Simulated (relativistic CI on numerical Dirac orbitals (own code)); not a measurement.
# d1 to d9 in one tetrahedral field

Computed with a parametric ligand-field model without spin-orbit coupling, by exact diagonalisation: B = 830, C = 3770, 10Dq = -4300 cm⁻¹ (Td; |10Dq|/B = 5.2) for every shell. Energies in cm⁻¹; the field energy is (0.6 n_e − 0.4 n_t2) × 10Dq of the ground term; g labels are left out.

| Shell | Ground term | Electrons in e | Field energy | First spin-allowed bands | Lowest term of other spin |
| --- | --- | --- | --- | --- | --- |
| d1 | 2E | 1.000 | -2580 | 2T2 4300 |  |
| d2 | 3A2 | 2.000 | -5160 | 3T2 4300, 3T1 7449 | 1E 13372 |
| d3 | 4T1 | 1.882 | -2931 | 4T2 3634, 4A2 7934 | 2E 12819 |
| d4 | 5T2 | 2.000 | -1720 | 5E 4300 | 3T1 15955 |
| d5 | 6A1 | 2.000 | 0 | none | 4T1 24928 |
| d6 | 5E | 3.000 | -2580 | 5T2 4300 | 3T1 16380 |
| d7 | 4A2 | 4.000 | -5160 | 4T2 4300, 4T1 7449 | 2E 16456 |
| d8 | 3T1 | 3.882 | -2931 | 3T2 3634, 3A2 7934 | 1T2 12721 |
| d9 | 2T2 | 4.000 | -1720 | 2E 4300 |  |

Every shell keeps the spin of the free ion. Tetrahedral fields of 3d complexes are almost always too weak to pair spins. High-spin d^(n+5) repeats the spin-allowed bands of d^n, since the half-filled shell is spherical.
